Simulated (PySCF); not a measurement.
C2H6Se2. Atoms are numbered in the order given.

```xyz
10

Se     0.0984    -0.5789     0.8788
C     -0.4155    -1.8381    -0.5650
C     -1.7178    -1.4921    -1.2652
H     -0.4763    -2.8030    -0.0339
H      0.4306    -1.8947    -1.2647
H     -1.6495    -0.5064    -1.7510
H     -2.5597    -1.4674    -0.5567
H     -1.9435    -2.2378    -2.0464
Se     0.4064     1.3942    -0.3688
H      1.8331     1.1717    -0.7046
```
Charge 0, spin multiplicity 1.

Geometry optimised at B3LYP-D3(BJ)/def2-SVP. Other conformers were not sampled.

Level of theory: PBE/pcSseg-1 (PySCF).

GIAO shieldings, no solvent; atoms listed in one row are averaged. δ = σ(ref) − σ: ⁷⁷Se against Me2Se (σ = 1634.8 ppm); ¹³C against TMS (σ = 182.0 ppm); ¹H against TMS (σ = 31.49 ppm), references at their B3LYP-D3(BJ)/def2-TZVP geometries, non-relativistic.

Computed chemical shifts:
```tsv
nucleus	atoms	count	δ (ppm)
⁷⁷Se	Se1	1	418.6
⁷⁷Se	Se9	1	0.7
¹³C	C2	1	43.0
¹³C	C3	1	19.5
¹H	H10	1	3.44
¹H	H5	1	2.88
¹H	H4	1	2.62
¹H	H6, H7, H8	3	1.79
```
